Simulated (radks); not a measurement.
Task: Excited configurations of Ho34+: one electron is placed in a higher orbital outside [Ar] 3d10 4s2 4p2. The ground configuration is [Ar] 3d10 4s2 4p3. Method: scalar-relativistic Kohn-Sham, r2SCAN, spin-polarised, spherical densities, finite nucleus; open shells are filled with parallel spins first (spin-orbit coupling, left out, can overturn this in heavy ions); meta-GGA in the generalised Kohn-Sham scheme; Fermi nuclear charge, rms radius 5.2022 fm; computed with a radial shooting solver on a logarithmic mesh with Libxc functionals. Excitation = E - E(ground); binding = E(ion) - E, where the ion is the core of charge +35; n* = 35/sqrt(2 binding) in atomic units. These energies are relativistic, and a one-electron ion of charge +35 with no core already has n* below n in this formula (scalar-relativistic equation, point nucleus: 5p 4.983, 5f 4.996, 6s 5.971, 6d 5.991, 6f 5.995, 7p 6.982). The quantum defect is therefore taken as that value minus n*, so that it holds no relativistic shift of the bare ion.

| outer orbital | excitation (eV) | binding (eV) | n* | quantum defect | eigenvalue (eV) | <r> (bohr) |
|---|---|---|---|---|---|---|
| 5p | 610.94 | 858.15 | 4.407 | 0.576 | -848.27 | 0.8128 |
| 5f | 751.07 | 718.02 | 4.818 | 0.178 | -706.74 | 0.8197 |
| 6d | 940.31 | 528.77 | 5.614 | 0.377 | -522.23 | 1.269 |
| 6f | 976.28 | 492.81 | 5.816 | 0.179 | -485.83 | 1.273 |
| 7p | 1064.2 | 404.87 | 6.416 | 0.566 | -400.34 | 1.741 |

Estimate the row for 6s.

Result: excitation (eV) 869.37; binding (eV) 599.72; n* 5.272; quantum defect 0.699; eigenvalue (eV) -593.03; <r> (bohr) 1.197. The Delta-SCF ionisation energy is 1469.1 eV (NIST Atomic Spectra Database: 1443 eV, theoretical). Self-interaction in the functional shifts the binding energies and quantum defects, so they are the method's values and not measured ones. Open shells are spherical and high-spin; term and fine-structure splittings are not resolved. Spin-orbit splitting is averaged out at the scalar-relativistic level.
